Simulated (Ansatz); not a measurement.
Reaction (hydrogenolysis of the Sn–N bond): `C[NH][SnH]([Cl])[Cl]` + H₂ → `[Cl][SnH2][Cl]` + CH₃NH₂

Gas-phase electronic energies from Ansatz, PBE0-D4/def2-TZVP geometries. CBS: MP2 limit from def2 TZ/QZ plus the TZ coupled-cluster correction, frozen cores. This one scheme is used for every species. Functionals use def2-TZVPP. def2 core potentials past Kr. For Sn outer-core shells are correlated without core-valence functions, which leaves a few kJ/mol of doubt a bond. Each species was taken in one conformer, which may not be the lowest.

```csv
level,ΔE (kJ/mol)
revPBE-D4,-6.1
B97M-V,-23.4
HF/def2-SVP,-49.3
HF/def2-TZVPP,-42.1
```

**Question.** What does CCSD(T)/CBS give? (Best estimate.)

**Answer.** Computed: -6.1 kJ/mol. The listed levels differ from it by 0.0, -17.3, -43.2, -36.0 kJ/mol.

Largest T1 diagnostic among the species: 0.012.

In def2-TZVPP, CCSD(T) changes the Hartree–Fock value by +30.6 kJ/mol (the triples alone add +7.1 kJ/mol) and MP2 by +40.7 kJ/mol. The D4 term adds +14.7 kJ/mol with B3LYP and +8.4 kJ/mol with PBE0; it sums over pairs of atoms, weighted by their polarisabilities, and B3LYP, whose exchange is more repulsive, gets the larger term. At CCSD(T), def2-SVP lies −12.9 kJ/mol from the extrapolated value and def2-TZVPP −5.4 kJ/mol.

B3LYP here is the variant with VWN-RPA as its local correlation; programs differ in this.
